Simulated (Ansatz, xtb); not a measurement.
Ranking isomers of C2H7NSi

6 gas-phase structures of C2H7NSi, from a drawn sample of its isomers (lower ones may exist). Each was relaxed with GFN2-xTB; where two conformers were screened, the lower at r2SCAN-D4/def2-SVP is listed:

A. `C=C[SiH2]N`, a singlet
B. `C=NC[SiH3]`, a singlet
C. `C/C=N\[SiH3]`, a singlet
D. `[H]/N=C\C[SiH3]`, a singlet
E. `C=N[SiH2]C`, a singlet
F. `C1C[SiH2]N1`, a singlet

**Question.** Estimate their order in r2SCAN-D4/def2-SVP energy at these geometries, lowest first.

**Answer.** Calculated order at r2SCAN-D4/def2-SVP: A (0.0), E (16.3), F (19.3), C (35.9), D (62.6), B (100.8) kJ/mol. Less than 1 kcal/mol parts E and F, so the order within that pair means little.

Energies above the lowest of each column, in kJ/mol; the last columns are at PBE0-D3(BJ)/def2-SVP geometries and were run for some of them only (a dash: not run or not comparable):

| structure | GFN2-xTB | HF/STO-3G | r2SCAN-D4/def2-SVP | PBE0-D3(BJ)/def2-SVP | CCSD(T)/def2-SVP + ΔMP2/def2-TZVPP |
| --- | --- | --- | --- | --- | --- |
| A | 75.6 | 75.6 | 0.0 | 0.0 | 0.0 |
| E | 55.9 | 39.9 | 16.3 | 13.2 | 22.3 |
| F | 12.4 | 0.0 | 19.3 | 4.2 | 36.2 |
| C | 0.0 | 66.1 | 35.9 | 30.4 | 49.1 |
| D | 89.6 | 91.5 | 62.6 | 59.8 | – |
| B | 97.0 | 108.9 | 100.8 | – | – |

CCSD(T)/def2-SVP + ΔMP2/def2-TZVPP puts A lowest of those it was run on; GFN2-xTB picks C, HF/STO-3G picks F. Flexible structures stand in one conformer each, not always the lowest. Frequencies (PBE0-D3(BJ)/def2-SVP) were run for A, C, E, F alone. The ΔMP2 step shifts differences by up to 19.7 kJ/mol, which makes them less sure. ΔMP2 is the change of the MP2 energy from the smaller to the larger basis.

Over these structures GFN2-xTB departs from r2SCAN-D4/def2-SVP by 31.5 kJ/mol on average once a common shift is removed. A GFN2-xTB relaxation took about 0.16 s and the r2SCAN-D4/def2-SVP energy about 1.4 s on a shared host (Ansatz 0.2.0, xtb 6.7.1).
